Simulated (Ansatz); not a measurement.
`CO[SiH2][SiH2]Cl` + H₂ → `CO[SiH2][SiH3]` + HCl at 500 K and 1 bar (hydrogenolysis of the Si–Cl bond).

Isolated molecules relaxed with PBE0-D4/def2-TZVP in Ansatz; ΔE leaves out vibrations. CCSD(T)/CBS adds triple-zeta CCSD(T) − MP2 to the extrapolated MP2 energy (def2 sets, frozen cores). This one scheme is used for every species. One conformer a species, not always the lowest.

| species | CCSD(T)/CBS energy (Eh) | H − E (kJ/mol) | S (J/(mol·K)) |
| --- | --- | --- | --- |
| `CO[SiH2][SiH2]Cl` | -1155.44170 | 261.1 | 472.6 |
| H₂ | -1.17544 | 41.0 | 145.5 |
| `CO[SiH2][SiH3]` | -696.20864 | 271.2 | 431.8 |
| HCl | -460.38127 | 32.5 | 201.9 |

H − E and S are ideal-gas, rigid-rotor, harmonic terms from PBE0-D4/def2-TZVP, for one conformer and one mirror image of each species. The MP2-based limit puts H₂ 0.8 mEh under its directly extrapolated value; such offsets cancel only in part. 1 Eh = 2625.50 kJ/mol, R = 8.31446 J/(mol·K).

Question: By hand: ΔE, ΔH, ΔS and ΔG.

Answer: ΔE = (-696.20864) + (-460.38127) − (-1155.44170) − (-1.17544) = 0.02723 Eh = 71.5 kJ/mol. Δ(H − E) = 271.2 + 32.5 − 261.1 − 41.0 = 1.6, so ΔH = 73.1 kJ/mol. ΔS = 431.8 + 201.9 − 472.6 − 145.5 = 15.6 J/(mol·K). ΔG = 73.1 − 500 × (15.6)/1000 = 65.3 kJ/mol.

Question: By hand: the equilibrium constant, and the temperature at which ΔG would vanish if ΔH and ΔS stayed fixed.

Answer: log₁₀ K = −ΔG/(RT ln 10) = -6.8. ΔG = 0 at ΔH/ΔS = 4686 K, far beyond where these terms or the molecules hold.

ΔH outweighs TΔS. A doubt of 5 kJ/mol in ΔE shifts log₁₀ K by 0.5 here. Other conformers and mirror images would add mixing entropy, several J/(mol·K) or more a flexible species. Modes under 60 cm⁻¹, often nearly free rotors, make the harmonic entropy too high. These are equilibria of isolated gas molecules and say nothing of rates. Largest T1 diagnostic: 0.012 (customary marks: 0.02 for closed shells, 0.045 for open ones).
